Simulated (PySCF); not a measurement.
Cost against size for one kind of job: PBE0-D3(BJ)/def2-SVP geometry optimisation, gas phase, def2 core potentials past Kr in PySCF; work: geometry optimisation from a GFN2-xTB start. Hardware: x86-64 server, one thread, shared host. Other jobs ran on the host; a repeat could differ by tens of per cent or more.

```csv
species (SMILES),atoms,electrons,basis functions,SCF cycles,gradient evaluations,wall time
F[Te]F,3,70,54,27,4,9.8 s
[F][Au-]([F])([F])[F],5,116,88,28,4,20 s
BrC=C1CC1,10,64,113,33,5,?
Fc1cccc(Cl)n1,11,66,131,47,7,?
N#Cc1cccc(O)c1,14,62,151,35,5,32 s
```

Q: Estimate the withheld figures.

A: `BrC=C1CC1`: 32 s; `Fc1cccc(Cl)n1`: 72 s.

Q: With all rows, how does the wall time grow with the number of basis functions N?

A: A straight line through log(time) against log(N) has slope 1.6 between N = 54 and 151, and the rows scatter about it by a factor of about 1.5 (standard error of the fit). This is a fit to these rows, whose iteration counts differ, not the method's formal scaling.

Q: Which species took longest, and how many times the shortest run?

A: `Fc1cccc(Cl)n1`, at 72 s: about 7.3 times the shortest (9.8 s).
